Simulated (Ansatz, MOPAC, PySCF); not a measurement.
Complex: aminoborane (SMILES BN) (first 6 atoms) with HF (SMILES F); geometry from B3LYP-D3(BJ)/def2-TZVP, rigid monomers moved along the line of their centres of mass till N2···H8 is 1.74 Å.
(charge 0, multiplicity 1):
```xyz
8

B      0.9064    -0.1258     0.0613
N     -0.1434     0.5794     0.6653
H      0.6626    -0.8237    -0.8706
H      1.9991    -0.0255     0.5206
H      0.0124     1.2765     1.3784
H     -1.0649     0.6332     0.2571
F     -0.9023    -1.2572     2.4480
H     -0.5627    -0.6794     1.7902
```

Monomers are frozen at their geometry in the pair; levels with a basis set take the counterpoise correction. Rows marked so take none.

Rows in 3-21G, 6-31G* carry no dispersion term and start afresh at each structure (6-31G* with six Cartesian d functions). The state reached by PM3 isn't checked.

Codes used: Ansatz (Gaussian basis) for Hartree–Fock, density functionals and correlated methods; MOPAC for PM3 (differences of heats of formation); PySCF for 3-21G rows, 6-31G* rows. Each number belongs to the level named beside it.

Q: One of these levels gives -25.0 kJ/mol for the interaction energy. Which one is it?
(A) PM3
(B) HF/3-21G (no counterpoise)
(C) HF/6-31G*
(D) PBE/def2-TZVPPD

A: B, HF/3-21G (no counterpoise). The others give 21.6 (PM3), -8.1 (HF/6-31G*), -20.2 (PBE/def2-TZVPPD)

Ansatz is a first-principles code.
